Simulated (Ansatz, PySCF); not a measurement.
C₂H₈N₂, SMILES NCCN (connectivity only; charge and spin as stated), charge +1, multiplicity 2. Atoms are numbered in the order given.

```xyz
12

N      0.1117     1.8730     0.0000
C     -0.5496     0.6804     0.0000
C      0.5496    -0.6804     0.0000
N     -0.1117    -1.8730     0.0000
H      0.4414     2.2970     0.8621
H      0.4414     2.2970    -0.8621
H     -1.1365     0.5148    -0.9123
H     -1.1365     0.5148     0.9123
H      1.1365    -0.5148     0.9123
H      1.1365    -0.5148    -0.9123
H     -0.4414    -2.2970    -0.8621
H     -0.4414    -2.2970     0.8621
```
Charge +1, spin multiplicity 2.

The structure is a stationary point at PBE0-D3(BJ)/def2-SVP. The multiplicity is an assumed one; no other spin state was optimised. One conformer was computed; it need not be the lowest.

Two levels are set side by side: PBE-D3(BJ)/def2-SVP (Ansatz, a program for electronic structure) and PBE0-D3(BJ)/def2-SVP (Ansatz). Each level has its own optimised geometry; the coordinates shown are those of the second. Frequencies come from the Hessian of PySCF at each geometry. Differences are taken from unrounded values.

```
quantity                            PBE0-D3(BJ)  PBE-D3(BJ)  PBE-D3(BJ) minus PBE0-D3(BJ)
----------------------------------  -----------  ----------  ----------------------------
mean bond length (Å)                      1.175       1.183                         0.007
bond N1–C2 (Å)                            1.364       1.383                         0.019
bond C2–C3 (Å)                            1.749       1.721                        -0.028
bond C3–N4 (Å)                            1.364       1.383                         0.019
bond N1–H5 (Å)                            1.016       1.024                         0.009
bond N1–H6 (Å)                            1.016       1.024                         0.009
bond C2–H7 (Å)                            1.097       1.106                         0.009
bond C2–H8 (Å)                            1.097       1.106                         0.009
bond C3–H9 (Å)                            1.097       1.106                         0.009
bond C3–H10 (Å)                           1.097       1.106                         0.009
bond N4–H11 (Å)                           1.016       1.024                         0.009
bond N4–H12 (Å)                           1.016       1.024                         0.009
highest harmonic wavenumber (cm⁻¹)         3703        3583                          -121
mean harmonic wavenumber (cm⁻¹)            1608        1556                           -52
zero-point energy (kcal/mol)              68.96       66.74                         -2.22
```

GGA bonds tend to be longer and softer than those of functionals with exact exchange. Differences between two approximate levels are no errors against the true value.
